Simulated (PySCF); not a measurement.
# Molecular orbitals of CdP

TPSSh at R = 2.701 Å; PySCF, scalar-relativistic core potentials, basis sets Cd def2-SVPD with ECP28, P def2-SVPD. State: ⁴Σ⁻ (quartet), unpaired electrons σ ↑, π ↑↑. Only the outer orbitals are listed, counted within each symmetry, core potentials removing the inner ones.

```json
{"spin": "α", "orbital": "8σ", "occ.": "1", "ε (eV)": "-7.62", "on Cd (%)": "48", "main shells (%)": "50 P p, 47 Cd s"}
{"spin": "α", "orbital": "4π", "occ.": "1", "ε (eV)": "-6.57", "on Cd (%)": "3", "main shells (%)": "97 P p"}
{"spin": "α", "orbital": "4π", "occ.": "1", "ε (eV)": "-6.57", "on Cd (%)": "3", "main shells (%)": "97 P p"}
{"spin": "α", "orbital": "9σ", "occ.": "1", "ε (eV)": "-5.00", "on Cd (%)": "62", "main shells (%)": "44 Cd s, 36 P p, 18 Cd p"}
{"spin": "α", "orbital": "5π", "occ.": "0", "ε (eV)": "-0.93", "on Cd (%)": "94", "main shells (%)": "94 Cd p"}
{"spin": "α", "orbital": "5π", "occ.": "0", "ε (eV)": "-0.93", "on Cd (%)": "94", "main shells (%)": "94 Cd p"}
{"spin": "α", "orbital": "10σ", "occ.": "0", "ε (eV)": "0.49", "on Cd (%)": "80", "main shells (%)": "75 Cd p, 12 P s"}
{"spin": "β", "orbital": "8σ", "occ.": "1", "ε (eV)": "-6.55", "on Cd (%)": "67", "main shells (%)": "65 Cd s, 30 P p"}
{"spin": "β", "orbital": "4π", "occ.": "0", "ε (eV)": "-3.16", "on Cd (%)": "14", "main shells (%)": "86 P p, 13 Cd p"}
{"spin": "β", "orbital": "4π", "occ.": "0", "ε (eV)": "-3.16", "on Cd (%)": "14", "main shells (%)": "86 P p, 13 Cd p"}
{"spin": "β", "orbital": "9σ", "occ.": "0", "ε (eV)": "-3.03", "on Cd (%)": "52", "main shells (%)": "44 P p, 27 Cd s, 24 Cd p"}
```

Problem. Which are the highest filled and the lowest empty level, where do they sit, and how wide is the gap?

Solution. Highest filled α 9σ at -5.00 eV (in %: 44 Cd s, 36 P p, 18 Cd p); lowest empty β 4π at -3.16 eV (in %: 86 P p, 13 Cd p); the gap at TPSSh is 1.84 eV.

- bond order (Mayer): 0.80
- ⟨S²⟩: 3.761
- charge on Cd (Mulliken, basis-dependent): 0.13
- charge on Cd (Löwdin, basis-dependent): 0.07
- dipole moment (positive dipole means Cd(−)P(+)): -0.97 D

Spin–orbit coupling is left out. The state was picked by a PBE0 search and need not be the measured ground state.
